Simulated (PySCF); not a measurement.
Br$_{2}$Ge (SMILES [Br][Ge][Br]), singlet, at a GFN2-xTB geometry.

The PySCF input:
```python
from pyscf import gto, scf, dft

mol = gto.M(
    atom='''
Ge    0.016829    0.006877    1.033116
Br    1.000092   -1.519612   -0.478604
Br   -1.015479    1.513325   -0.465959
''',
    basis='sto-3g',
    charge=0,
    spin=0,
    verbose=5,
)

mf = dft.RKS(mol)
mf.xc = 'b3lyp'
mf.kernel()
mf.analyze()
```

Task: What does this run give for the total energy, number of basis functions, dipole moment, HOMO energy, HOMO-LUMO gap?

Result: 
```yaml
total_energy: -7145.059475 Ha
number_of_basis_functions: 54
dipole_moment: 1.35 D
HOMO energy: -4.04 eV
HOMO-LUMO gap: 3.68 eV
```
